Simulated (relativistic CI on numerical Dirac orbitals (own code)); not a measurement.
## d1 to d9 in one tetrahedral field

Computed with a parametric ligand-field model without spin-orbit coupling, by exact diagonalisation: B = 850, C = 3890, 10Dq = -4500 cm⁻¹ (Td; |10Dq|/B = 5.3) for every shell. Energies in cm⁻¹; the field energy is (0.6 n_e − 0.4 n_t2) × 10Dq of the ground term; g labels are left out.

```
Shell  Ground term  Electrons in e  Field energy  First spin-allowed bands  Lowest term of other spin
   d1           2E           1.000         -2700                  2T2 4500                           
   d2          3A2           2.000         -5400        3T2 4500, 3T1 7787                   1E 13767
   d3          4T1           1.883         -3073        4T2 3807, 4A2 8307                   2E 13138
   d4          5T2           2.000         -1800                   5E 4500                  3T1 16388
   d5          6A1           2.000             0                      none                  4T1 25611
   d6           5E           3.000         -2700                  5T2 4500                  3T1 16827
   d7          4A2           4.000         -5400        4T2 4500, 4T1 7787                   2E 16956
   d8          3T1           3.883         -3073        3T2 3807, 3A2 8307                  1T2 13098
   d9          2T2           4.000         -1800                   2E 4500
```

Every shell keeps the spin of the free ion. Tetrahedral fields of 3d complexes are almost always too weak to pair spins. High-spin d^(n+5) repeats the spin-allowed bands of d^n, since the half-filled shell is spherical.
